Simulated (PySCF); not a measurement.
# Field gradients at the hydrogen positions

C5H7F2Si2 (charge +1).
Geometry (GFN2-xTB, Å), atoms numbered from 1 in this order:
```
atom  x, y, z in Å
F1     3.0785    1.4950   -0.6408
Si2    2.8122    0.1063    0.0948
F3     3.0422    0.4994    1.6221
C4     0.9129   -0.0613   -0.0111
C5     0.2787   -1.1619   -0.5121
C6    -1.1362   -1.3767   -0.6336
C7    -2.1154   -0.5304   -0.2730
C8    -1.9523    0.8266    0.3348
Si9   -0.1478    1.3272    0.5887
H10    3.6509   -0.9626   -0.3602
H11    0.8904   -1.9821   -0.8662
H12   -1.4232   -2.3258   -1.0636
H13   -3.1419   -0.8340   -0.4274
H14   -2.4846    1.5434   -0.3013
H15   -2.5143    0.8425    1.2758
H16    0.2425    2.6033    1.1616
```

Level: PBE0/pcSseg-1 (PySCF, non-relativistic); Q(2H) = 0.00286 b; rigid geometry, the same for H and D, with no vibrational averaging.

Problem. Rank these positions by the coupling χzz of a deuteron there, largest first.
A. H12 (vinylic hydrogen)
B. H11 (vinylic hydrogen)
C. H16 (Si–H hydrogen)
D. H10 (Si–H hydrogen)
E. H14 (methylene hydrogen)

Solution. A (211 kHz), B (206 kHz), E (200 kHz), D (116 kHz), C (107 kHz).

Problem. What are Vzz, η and χzz (234.96 MHz × Q × Vzz) at all hydrogens?

Solution. 
| atom | bonded to | bond length (Å) | Vzz (au) | η | χzz (kHz) |
| --- | --- | --- | --- | --- | --- |
| H10 | Si2 | 1.433 | 0.1728 | 0.02 | 116 |
| H11 | C5 | 1.083 | 0.3060 | 0.04 | 206 |
| H12 | C6 | 1.081 | 0.3140 | 0.09 | 211 |
| H13 | C7 | 1.082 | 0.3118 | 0.05 | 210 |
| H14 | C8 | 1.096 | 0.2970 | 0.04 | 200 |
| H15 | C8 | 1.096 | 0.2969 | 0.04 | 200 |
| H16 | Si9 | 1.452 | 0.1586 | 0.02 | 107 |

Problem. Average by the element that carries the hydrogen.

Solution. on Si: 111 kHz over 2 positions, mean bond length 1.443 Å; on C: 205 kHz over 5 positions, mean bond length 1.088 Å.

Problem. A static deuteron (I = 1) shows a doublet split by (3/2)χ, (3/4)χ(1 + η) and (3/4)χ(1 − η) with the field along z, y and x of the gradient. What are these for H14?

Solution. With |χ| = 199.6 kHz and η = 0.038: 299, 155 and 144 kHz, to first order and without motion.

Geometry: GFN2-xTB, one conformer, isolated ion. GFN2-xTB bond lengths can be off by several hundredths of an ångström, more for odd bonds, and the gradients follow them. These gradients aren't converged with respect to the basis.
